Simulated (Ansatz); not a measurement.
The inner images of a band of ClGeH$_{3}$O (6 atoms, charge 0, multiplicity 1) are given out of order.

Computed with RKS PBE-D4/def2-SVP in Ansatz 0.2.0.

First end point:

```xyz
6
Properties=species:S:1:pos:R:3
Ge 0.043 -0.076 0.340
H 0.035 -0.022 1.880
Cl 2.091 0.195 -0.368
O -0.959 1.317 -0.161
H -1.016 1.382 -1.133
H -0.458 -1.402 -0.289
```

Last end point:

```xyz
6
Properties=species:S:1:pos:R:3
Ge -1.008 -0.433 0.319
H 1.719 0.455 1.912
Cl 1.906 -0.082 0.744
O -1.334 1.233 -0.342
H -1.082 1.308 -1.282
H -0.466 -1.088 -1.081
```

Q: Put them in order from the first end to the last, with their energies above the first end.
A.
```xyz
6
Properties=species:S:1:pos:R:3
Ge -0.157 -0.067 0.381
H 0.646 0.055 1.666
Cl 2.156 0.064 0.108
O -1.035 1.371 -0.235
H -1.245 1.255 -1.185
H -0.629 -1.284 -0.466
```
B.
```xyz
6
Properties=species:S:1:pos:R:3
Ge -0.415 -0.093 0.515
H 0.928 0.073 1.450
Cl 2.169 0.049 0.290
O -1.053 1.387 -0.267
H -1.250 1.249 -1.214
H -0.644 -1.272 -0.506
```
C.
```xyz
6
Properties=species:S:1:pos:R:3
Ge -0.710 -0.180 0.540
H 1.219 0.068 1.444
Cl 2.257 0.080 0.591
O -1.168 1.352 -0.302
H -1.222 1.252 -1.271
H -0.640 -1.178 -0.733
```
D.
```xyz
6
Properties=species:S:1:pos:R:3
Ge 0.019 -0.051 0.319
H 0.293 0.012 1.820
Cl 2.168 0.101 -0.111
O -0.962 1.359 -0.204
H -1.218 1.266 -1.143
H -0.564 -1.294 -0.412
```
E.
```xyz
6
Properties=species:S:1:pos:R:3
Ge -0.868 -0.290 0.422
H 1.505 0.160 1.808
Cl 2.137 0.069 0.674
O -1.276 1.301 -0.355
H -1.184 1.269 -1.326
H -0.579 -1.118 -0.954
```

A: D (+0.20 eV), A (+1.20 eV), B (+1.95 eV), C (+1.65 eV), E (+1.62 eV).

Time of the run: 2.8 min on 1 thread of Arm Neoverse V1, with other jobs on the host, peak memory 0.14 GiB.
